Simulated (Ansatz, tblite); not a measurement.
Cost and result up the ladder for Al(H2O)Cl3 (AlCl₃OH₂) (7 atoms). The state is a singlet with charge 0. Geometry: PBE-D4/def2-SVP.

```csv
atom,x (Å),y (Å),z (Å)
Al1,0.1323,0.1060,-0.7864
O2,-0.0656,-0.5585,1.0699
H3,-0.9992,-0.3862,1.3266
H4,0.4944,0.0187,1.6358
Cl5,0.8182,-1.5153,-1.9489
Cl6,1.5306,1.6440,-0.2969
Cl7,-1.9108,0.6913,-1.0001
```

Ansatz on 4 threads of Arm Neoverse V2 on a shared host; xTB runs through tblite on one thread. Times are rough, summed over both states, and most runs start from the orbitals of an earlier one. PBE0-D4/def2-TZVP serves as the yardstick here, not as an exact answer. The other state is a doublet.

The xTB rows come from tblite.

Raw xTB energies of ions are shifted by several eV.

```tsv
level	functions	vertical IE (eV)	difference from PBE0-D4/def2-TZVP (eV)
PBE-D4/def2-TZVP	191	10.22	-0.58
GFN2-xTB	42	14.10	3.30
r2SCAN-D4/def2-TZVP	191	10.51	-0.29
PBE0-D4/def2-TZVP	191	10.80	0.00
GFN1-xTB	44	15.08	4.28
```

**Question.** Estimate how long each takes.

**Answer.** GFN1-xTB 0.012 s; GFN2-xTB 0.012 s; PBE-D4/def2-TZVP 5.2 s; PBE0-D4/def2-TZVP 9.4 s; r2SCAN-D4/def2-TZVP 13 s. On shared hardware such times vary by a factor of up to 3.
